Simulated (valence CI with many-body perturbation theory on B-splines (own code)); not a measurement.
**Sc¹⁵⁺: calculated level list**

Calculated by valence CI with perturbative core correlation (CI+MBPT): four valence electrons over a frozen Dirac-Fock core [He], a basis of 9 s, 9 p, 8 d, 6 f, 3 g, 1 h functions for each j, with the one-electron correlation potential Σ1 (screened to all orders), the two-electron term Σ2, the three-electron term Σ3, Breit, model QED; selected single and double excitations, second order for the rest, scaled by the run's own slope (own B-spline code, finite nucleus).

No measured levels were compared; by estimate levels of excited configurations hold to 0.05 to 0.15 % of their energy, terms of the ground configuration to about 0.5 %. Among the levels kept, up to 320 cm⁻¹ of a level comes from second order outside the variational space, and about a tenth of that is noise between levels of different J, which matters for small intervals.

Levels 1 to 45 of 49, with energies above the lowest level, 2s2.2p2 3P_0. "Leading %" is the weight of the configuration and term that name the level; weights of strongly mixed levels are sums over their largest components and can fall short, so below about 35 % the name and the second component can differ from the true leading terms, or belong to a minority configuration. Lifetimes count E1, E2, E3, M1 and M2 decay at the calculated energies, and are blank where another channel may lead or the interval is too uncertain; long ones can be off by a factor of two.

| No. | Configuration | Term | J | E (Ry) | Leading % | g | Lifetime |
| --- | --- | --- | --- | --- | --- | --- | --- |
| 1 | 2s2.2p2 | 3P | 0 | 0.000 | 95 |  |  |
| 2 | 2s2.2p2 | 3P | 1 | 0.209 | 99 | 1.499 | 4.76 ms |
| 3 | 2s2.2p2 | 3P | 2 | 0.410 | 91 | 1.460 | 7.41 ms |
| 4 | 2s2.2p2 | 1D | 2 | 1.126 | 91 | 1.036 | 412 μs |
| 5 | 2s2.2p2 | 1S | 0 | 1.995 | 92 |  | 64.5 μs |
| 6 | 2s.2p3 | 5S° | 2 | 2.764 | 99 | 1.995 | 114 ns |
| 7 | 2s.2p3 | 3D° | 2 | 4.891 | 93 | 1.189 | 182 ps |
| 8 | 2s.2p3 | 3D° | 1 | 4.901 | 95 | 0.545 | 162 ps |
| 9 | 2s.2p3 | 3D° | 3 | 4.940 | 100 | 1.332 | 215 ps |
| 10 | 2s.2p3 | 3P° | 0 | 5.731 | 100 |  | 75.3 ps |
| 11 | 2s.2p3 | 3P° | 1 | 5.746 | 94 | 1.460 | 75.5 ps |
| 12 | 2s.2p3 | 3P° | 2 | 5.784 | 90 | 1.470 | 81.9 ps |
| 13 | 2s.2p3 | 3S° | 1 | 7.133 | 92 | 1.926 | 14.6 ps |
| 14 | 2s.2p3 | 1D° | 2 | 7.165 | 98 | 1.007 | 28.0 ps |
| 15 | 2s.2p3 | 1P° | 1 | 7.998 | 92 | 1.062 | 17.6 ps |
| 16 | 2p4 | 3P | 2 | 10.828 | 94 | 1.477 | 24.3 ps |
| 17 | 2p4 | 3P | 1 | 11.132 | 99 | 1.499 | 22.6 ps |
| 18 | 2p4 | 3P | 0 | 11.191 | 95 |  | 22.4 ps |
| 19 | 2p4 | 1D | 2 | 11.719 | 94 | 1.019 | 38.2 ps |
| 20 | 2p4 | 1S | 0 | 13.233 | 92 |  | 18.9 ps |
| 21 | 2s2.2p.3s | 3P° | 0 | 41.902 | 96 |  | 1.23 ps |
| 22 | 2s2.2p.3s | 3P° | 1 | 41.953 | 81 | 1.419 | 1.09 ps |
| 23 | 2s2.2p.3s | 3P° | 2 | 42.312 | 96 | 1.499 | 1.19 ps |
| 24 | 2s2.2p.3s | 1P° | 1 | 42.485 | 81 | 1.077 | 764 fs |
| 25 | 2s2.2p.3p | 3D | 1 | 43.128 | 56 | 0.731 | 49.6 ps |
| 26 | 2s2.2p.3p | 1P | 1 | 43.372 | 33 | 1.081 | 23.8 ps |
| 27 | 2s2.2p.3p | 3D | 2 | 43.383 | 88 | 1.175 | 39.6 ps |
| 28 | 2s2.2p.3p | 3P | 0 | 43.571 | 85 |  | 7.98 ps |
| 29 | 2s2.2p.3p | 3D | 3 | 43.683 | 96 | 1.332 | 45.4 ps |
| 30 | 2s2.2p.3p | 3P | 1 | 43.687 | 31 | 1.454 | 13.6 ps |
| 31 | 2s2.2p.3p | 3S | 1 | 43.820 | 46 | 1.730 | 10.3 ps |
| 32 | 2s2.2p.3p | 3P | 2 | 43.871 | 78 | 1.447 | 8.62 ps |
| 33 | 2s2.2p.3p | 1D | 2 | 44.247 | 87 | 1.041 | 21.8 ps |
| 34 | 2s.2p2.3s | 5P | 1 | 44.587 | 98 | 2.489 | 1.61 ps |
| 35 | 2s2.2p.3d | 3F° | 2 | 44.675 | 73 | 0.751 | 1.16 ps |
| 36 | 2s2.2p.3p | 1S | 0 | 44.703 | 91 |  | 8.20 ps |
| 37 | 2s.2p2.3s | 5P | 2 | 44.745 | 98 | 1.830 | 1.57 ps |
| 38 | 2s2.2p.3d | 3F° | 3 | 44.841 | 85 | 1.101 | 870 fs |
| 39 | 2s2.2p.3d | 1D° | 2 | 44.902 | 47 | 1.082 | 244 fs |
| 40 | 2s.2p2.3s | 5P | 3 | 44.932 | 98 | 1.662 | 1.51 ps |
| 41 | 2s2.2p.3d | 3D° | 1 | 45.062 | 73 | 0.705 | 121 fs |
| 42 | 2s2.2p.3d | 3F° | 4 | 45.104 | 96 | 1.249 | 979 ps |
| 43 | 2s2.2p.3d | 3D° | 2 | 45.203 | 40 | 1.145 | 176 fs |
| 44 | 2s.2p2.3s | 3P | 0 | 45.280 | 88 |  | 1.00 ps |
| 45 | 2s2.2p.3d | 3D° | 3 | 45.335 | 84 | 1.299 | 123 fs |

Names give the largest LS component (configuration and term), which can be under half, so a name can repeat, a term be missing and a line seem to break the LS rules; names also repeat where a configuration has a term twice.

The ionisation energy to 2s2.2p 2P°_1/2 of the next ion comes out as 1009.5 eV (NIST: 1008.6 ± 0.4 eV (semi-empirical)). All 49 levels together are meant to be complete up to 45.574 Ry.
